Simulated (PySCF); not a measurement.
# Vibration and rotation of SnC⁻

ROHF-MP2 constants of SnC⁻, doublet, unpaired electrons σ ↑ (basis Sn aug-cc-pVDZ-PP with ECP28, C aug-cc-pVDZ; scalar-relativistic core potentials; PySCF 2.14; masses 119.9022 and 12.0000 u):

```
ωe            : 654.4 cm⁻¹
ωexe          : 2.63 cm⁻¹
Be            : 0.37796 cm⁻¹
αe            : 0.00259 cm⁻¹
De to Sn + C⁻ : 3.99 eV
```

Question: What force constant and bond length do these constants imply?

Answer: Reduced mass μred = 10.908 u; k = 5.8918×10⁻⁷·μred·ωe² (u, cm⁻¹, mdyn/Å) = 2.75 mdyn/Å; Re = √(16.8576/(μred·Be)) (u, cm⁻¹, Å) = 2.022 Å.

Question: Estimate the centrifugal constant D from the Kratzer relation and find the Dunham coefficient a1.

Answer: D = 4Be³/ωe² = 5.04e-07 cm⁻¹; a1 = −1 − αeωe/(6Be²) = -2.98.

Correlated steps freeze 5 core orbitals. Correlated levels converge slowly with the basis: in double zeta they bind strong bonds too weakly, by up to about 1 eV, and carry superposition errors of some tenths. These are scalar-relativistic numbers at best; spin–orbit coupling would shift them, the dissociation energy most. For an ion De counts to the pair picked by the measured ionisation energies or electron affinities, which need not be the lowest pair at this level. The state was picked by a PBE0 search and need not be the measured ground state.
